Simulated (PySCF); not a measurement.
H8N2Si2, SMILES [SiH2]([SiH2]N)N. Geometry: PBE-D3(BJ)/def2-SVP. Other conformers were not sampled.

Problem. Give the equilibrium geometry at PBE-D3(BJ)/def2-SVP (PySCF confirms it by a frequency run) as bond lengths and angles. (An estimate is asked for; the answer gives what the named calculation found.)

Solution. One answer among several that fit: 
Atoms: Si1 N2 Si3 N4 H5 H6 H7 H8 H9 H10 H11 H12. Bond lengths (Å): Si1–N2 1.749, Si1–Si3 2.353, Si1–H5 1.508, Si1–H6 1.520, N2–H7 1.027, N2–H8 1.023, Si3–N4 1.769, Si3–H9 1.516, Si3–H10 1.506, N4–H11 1.025, N4–H12 1.025. Angles (°): N2–Si1–Si3 100.4, N2–Si1–H5 111.2, N2–Si1–H6 116.4, Si3–Si1–H5 113.7, Si3–Si1–H6 109.9, H5–Si1–H6 105.5, Si1–N2–H7 113.8, Si1–N2–H8 121.5, H7–N2–H8 111.4, Si1–Si3–N4 102.5, Si1–Si3–H9 113.2, Si1–Si3–H10 111.9, N4–Si3–H9 116.4, N4–Si3–H10 105.8, H9–Si3–H10 106.8, Si3–N4–H11 116.2, Si3–N4–H12 116.9, H11–N4–H12 108.7.
